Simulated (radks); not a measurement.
Spherical quantum dot in the effective-mass picture: electrons in a hard-walled sphere of radius 1.95, with a point charge +1 (a donor) at the centre, all in effective atomic units (hartree* = m*/eps^2 hartree, bohr* = eps/m* bohr), one dielectric constant everywhere. Calculated with a radial shooting solver with Libxc functionals: non-relativistic Kohn-Sham, LDA (Slater exchange, Perdew-Wang correlation), spin-polarised, spherical densities. Levels are named by radial order and angular momentum (1s, 1p, 1d, 2s, ...), and open shells are averaged over m. Results are scaled to m* = 0.121 and eps = 7.4, for which hartree* = 60.13 meV and bohr* = 3.236 nm.

N = 12, configuration 1s2 1p6 1d(up 4, down 0). This is the lowest configuration that the search found. Occupied and some empty levels:

| level | occupation | eigenvalue (meV) | <r> (nm) |
|---|---|---|---|
| 1s up | 1 | 515.41 | 3.388 |
| 1s down | 1 | 523.02 | 3.349 |
| 1p up | 3 | 585.54 | 3.966 |
| 1p down | 3 | 594.83 | 3.955 |
| 1d up | 4 | 676.31 | 4.252 |
| 1d down | 0 | 686.15 | 4.249 |
| 2s up | 0 | 721.87 | 2.934 |
| 2s down | 0 | 726.86 | 2.956 |
| 1f up | 0 | 789.89 | 4.450 |
| 1f down | 0 | 799.90 | 4.450 |
| 2p up | 0 | 901.50 | 3.307 |
| 2p down | 0 | 907.46 | 3.306 |

Energy (meV): total 4250.61, kinetic 2214.9, external -654.81, Hartree 3191.4, exchange-correlation -500.91.
